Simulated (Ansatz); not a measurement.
Computed with Ansatz on PBE0-D4/def2-TZVP structures; ΔE is electronic, products minus reactants. CCSD(T)/CBS adds triple-zeta CCSD(T) − MP2 to the extrapolated MP2 energy (def2 sets, frozen cores). Functionals use def2-TZVPP. B3LYP here is the variant with VWN-RPA as its local correlation; programs differ in this. Open shells (•) are unrestricted, without spin–orbit coupling. For Ge outer-core shells are correlated without core-valence functions, which leaves a few kJ/mol of doubt a bond. Scalar relativity is left out up to krypton. One conformer a species, not always the lowest.

`N[SiH](N)[GeH3]` → `[GeH3]`• + `N[SiH]N`•  (homolysis of the Ge–Si bond)

`N[SiH](N)[GeH3]`:

```xyz
12

N    -1.107    1.166    0.820
Si    0.293    0.219    0.543
N     0.176   -1.186    1.520
Ge    0.342   -0.131   -1.822
H    -1.436    1.822    0.132
H    -1.366    1.439    1.756
H     1.603    0.811    0.954
H     1.011   -1.634    1.858
H    -0.579   -1.841    1.400
H     0.135    1.173   -2.622
H    -0.762   -1.111   -2.269
H     1.690   -0.727   -2.270
```

`[GeH3]`•:

Z-matrix (Å, degrees):
```
Ge
H 1 1.539
H 1 1.539 2 111.1
H 1 1.539 2 111.1 3 124.3
```

`N[SiH]N`•:

Z-matrix (Å, degrees):
```
N
Si 1 1.713
H 1 1.005 2 121.8
H 1 1.008 2 122.2 3 -158.3
N 2 1.720 1 106.1 3 -158.1
H 2 1.504 1 117.2 3 86.9
H 5 1.008 2 120.2 1 56.6
H 5 1.008 2 119.6 1 -158.5
```

| level | ΔE (eV) | difference from CCSD(T)/CBS |
| --- | --- | --- |
| PBE-D4 | 3.17 | -0.23 |
| r2SCAN-D4 | 3.09 | -0.31 |
| PBE0-D4 | 3.21 | -0.19 |
| ωB97X-V | 3.37 | -0.03 |
| ωB97M-V | 3.32 | -0.08 |
| PBE | 3.08 | -0.32 |
| r2SCAN | 3.07 | -0.33 |
| PBE0 | 3.13 | -0.27 |
| B3LYP | 3.01 | -0.39 |
| HF/def2-TZVPP | 2.34 | -1.06 |
| SCS-MP2/def2-TZVPP | 3.31 | -0.09 |
| CCSD/def2-TZVPP | 3.22 | -0.18 |
| SCS-MP2/def2-QZVPP | 3.37 | -0.03 |
| HF/CBS(def2) | 2.31 | -1.09 |
| MP2/CBS(def2) | 3.44 | 0.04 |
| CCSD/CBS(def2) | 3.34 | -0.06 |
| CCSD(T)/CBS | 3.40 | 0 |

Largest T1 diagnostic among the species: 0.014.

In def2-TZVPP, CCSD(T) changes the Hartree–Fock value by +0.95 eV (the triples alone add +0.07 eV) and MP2 by +0.98 eV; breaking electron pairs costs correlation energy, which Hartree–Fock lacks. The D4 term adds +0.15 eV with B3LYP and +0.08 eV with PBE0; it sums over pairs of atoms, weighted by their polarisabilities, and B3LYP, whose exchange is more repulsive, gets the larger term. From PBE to PBE0 (25 % exact exchange), in def2-TZVPP and without D4, ΔE moves by +0.05 eV.
